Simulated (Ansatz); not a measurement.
Geometry optimisation, Ansatz 0.2.0, RKS PBE/def2-SVP.

Input:

```yaml
crystal:
  periodic: [false, false, false]
  atoms:
    - { symbol: Ti, position_ang: [0.495981, 0.350248, -0.400256] }
    - { symbol: O, position_ang: [-0.522309, -0.467012, 2.44256] }
    - { symbol: Si, position_ang: [-1.795381, -0.345452, 3.552292] }
    - { symbol: H, position_ang: [-2.893906, -1.197346, 2.99205] }
    - { symbol: H, position_ang: [-1.397363, -0.865889, 4.908903] }
    - { symbol: H, position_ang: [-2.255981, 1.079348, 3.708971] }
    - { symbol: O, position_ang: [1.507001, 0.362999, -1.895139] }
    - { symbol: H, position_ang: [2.021512, -0.417251, -2.173943] }
    - { symbol: O, position_ang: [-1.045667, 1.240416, -0.722721] }
    - { symbol: H, position_ang: [-1.767669, 0.898531, -1.278671] }
    - { symbol: O, position_ang: [0.187229, -1.37967, -0.037072] }
    - { symbol: H, position_ang: [-0.130434, -1.509335, 0.889987] }
    - { symbol: O, position_ang: [1.388031, 1.237694, 1.009539] }
    - { symbol: H, position_ang: [2.32298, 1.494746, 0.911992] }
    - { symbol: H, position_ang: [0.222278, 0.181571, 2.547609] }
basis:
  gaussian: { orbitals: def2-SVP }
hamiltonian:
  xc: pbe
relax:
  f_tol: 0.03
  max_steps: 50
```

Command:

```bash
$ ansatz run input.yaml --threads 4 --pin off --max-ram 5120MiB --backend cpu --events-out ev --progress --plain --runs-dir out
```

Problem. Where does it end, and by what steps?

Solution. The run converged. After 20 steps the energy has fallen by 0.236 eV; H4 moved furthest, 1.35 Å.

| step | energy less start (eV) | largest force component (eV/Å) | accepted |
| --- | --- | --- | --- |
| 0 | 0.0000 | 0.588 | yes |
| 1 | -0.0845 | 0.342 | yes |
| 2 | -0.1217 | 0.369 | yes |
| 3 | -0.1390 | 0.334 | yes |
| 4 | -0.1549 | 0.236 | yes |
| 5 | -0.1693 | 0.152 | yes |
| 6 | -0.1769 | 0.131 | yes |
| 7 | -0.1861 | 0.262 | yes |
| 8 | -0.1940 | 0.241 | yes |
| 9 | -0.2034 | 0.291 | yes |
| 10 | -0.2102 | 0.337 | yes |
| 11 | -0.2178 | 0.287 | yes |
| 12 | -0.2238 | 0.079 | yes |
| 13 | -0.2280 | 0.261 | yes |
| 14 | -0.2307 | 0.169 | yes |
| 15 | -0.2325 | 0.038 | yes |
| 16 | -0.2340 | 0.036 | yes |
| 17 | -0.2346 | 0.042 | yes |
| 18 | -0.2351 | 0.037 | yes |
| 19 | -0.2354 | 0.036 | yes |
| 20 | -0.2356 | 0.013 | yes |

```xyz
15
Properties=species:S:1:pos:R:3
Ti 0.372 0.444 -0.579
O -0.298 -0.924 2.508
Si -1.522 -0.524 3.598
H -2.200 -1.809 3.969
H -0.954 0.124 4.833
H -2.535 0.424 3.004
O 1.834 0.155 -1.598
H 2.245 -0.707 -1.787
O -0.668 1.668 -1.415
H -1.639 1.703 -1.355
O -0.521 -1.034 -0.170
H -0.573 -1.276 0.802
O 0.869 1.025 1.126
H 1.670 1.541 1.326
H 0.258 -0.147 2.194
```

Whether the end is a true minimum wasn't checked by a vibrational analysis.

The run took 49 s on 4 threads of Arm Neoverse V2, with other jobs on the host, peak memory 0.26 GiB.
